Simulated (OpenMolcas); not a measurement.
Computed levels of 2s2 2p2 in ions with 6 electrons, in cm-1 above 3P0.

```json
{
 "Program": "OpenMolcas",
 "Method": "XMS-RASPT2, IPEA 0.25 Eh, imaginary shift 0.1 Eh",
 "Basis": "ANO-RCC-VTZP",
 "Scalar Hamiltonian": "DKH2, point nucleus",
 "Spin-orbit coupling": "RASSI with atomic mean-field integrals over the reference wave functions, term energies averaged over their components"
}
```

Active space for each ion: 4 electrons in 9 orbitals (RAS2 2s 2p; RAS3 3d, at most 2 electrons); closed shells correlated by CASPT2: 1s.

| Level | N+ | F3+ | Ne4+ |
| --- | --- | --- | --- |
| 3P1 | 43.7 | 223 | 399 |
| 3P2 | 130 | 652 | 1150 |
| 1D2 | 15930 | 25960 | 30870 |
| 1S0 | 33950 | 55060 | 64880 |

Question: Estimate 3P2, 1D2, 1S0 for O2+ from its neighbours N+ and F3+.

Answer: 3P2 is fine structure, which grows about as the fourth power of a screened charge, so the fourth roots are averaged: ((130^0.25 + 652^0.25) / 2)^4 = 316. The calculation gives 312, so the estimate is off by +1.3 %.
1D2 is another term, which grows about linearly with the charge: (15930 + 25960) / 2 = 20945. The calculation gives 21020, so the estimate is off by -0.4 %; the measured value is 20273 (Moore, Selected Tables of Atomic Spectra, NSRDS-NBS 3, section 11).
1S0 is another term, which grows about linearly with the charge: (33950 + 55060) / 2 = 44505. The calculation gives 44740, so the estimate is off by -0.5 %; the measured value is 43186 (Moore, Selected Tables of Atomic Spectra, NSRDS-NBS 3, section 11).

CASPT2 breaks the degeneracy within a term, and the mean is taken; among the terms shown or strongly mixed into the levels shown the widest spread is 36 cm-1 (2s2 2p2 1D, N+). Active for correlation alone: 3d; no level in the range computed is led by a configuration that fills it, so any true level of that kind is missing. Measured partners are found by configuration, term and J. A level has none where our copy of the source lacks it or the pairing is in doubt (some pairs that miss far off the trend of their configuration count as doubtful), and it then counts in no deviation. Only configurations of the active space appear.
